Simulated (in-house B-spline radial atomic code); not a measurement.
Eu is squeezed into an impenetrable sphere of radius R (the orbitals vanish at R). All numbers are computed (scalar-relativistic (X2C) Hartree-Fock, spin-polarised, averaged over the determinants with the given up and down occupations; Fermi nucleus of rms radius 5.1115 fm) with an all-electron radial atomic-structure program (B-spline basis), not measured.

Energies in eV above the free atom in [Xe] 4f7 6s2:

| R (bohr) | highest level (eV) | [Xe] 4f7 6s2 | [Xe] 4f7 5f1 6s1 | [Xe] 4f7 5d1 6s1 |
| --- | --- | --- | --- | --- |
| 9.42 | -4.53 | 0.2602 | 7.292 | 1.507 |
| 5.87 | -1.47 | 4.913 | 17.15 | 4.783 |
| 4.65 | 4.14 | 15.02 | 30.3 | 11.67 |
| 4.04 | 11 | 28.59 | 44.87 | 21.14 |
| 3.31 | 29.9 | 70.81 | 85.1 | 52.05 |
| 2.84 | 57 | 141.5 | 148.9 | 106.6 |
| 2.74 | 65.6 | 166.1 | 170.8 | 126.2 |
| 2.39 | 110 | 303.7 | 292.8 | 238 |
| 1.74 | 326 | 1156 | 1051 | 971.2 |
| 1.42 | 620 | 2613 | 2362 | 2275 |

(1) Does [Xe] 4f7 5f1 6s1 fall below [Xe] 4f7 6s2 under compression?

(2) Does [Xe] 4f7 5d1 6s1 fall below [Xe] 4f7 6s2 under compression?

The highest level is first positive in the row R = 4.65 bohr, pushed up by confinement above the zero of the free ion's potential. Each configuration is held fixed and needn't be the lowest in the sphere.

Answers

(1) Yes, between R = 2.74 and 2.39 bohr the order changes (near 2.63 bohr by linear interpolation).

(2) Yes, between R = 9.42 and 5.87 bohr the order changes (near 6.2 bohr by linear interpolation).
